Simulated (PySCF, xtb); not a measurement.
AlF₂HS, SMILES [F][Al]([F])[SH]. Other conformers were not sampled.

Harmonic wavenumbers (cm⁻¹) from GFN2-xTB (xtb 6.7.1) at its own minimum, in rising order: 122, 174, 193, 236, 462, 597, 757, 850, 2389.

Problem. What does B3LYP-D3(BJ)/def2-SVP (PySCF) give at its own minimum? (The exact figures need the calculation; the answer reports its results.)

Solution. 161, 230, 252, 257, 478, 665, 827, 967, 2663. Paired by order, the mean absolute difference is 80 cm⁻¹ and the zero-point energies are 8.3 and 9.3 kcal/mol.
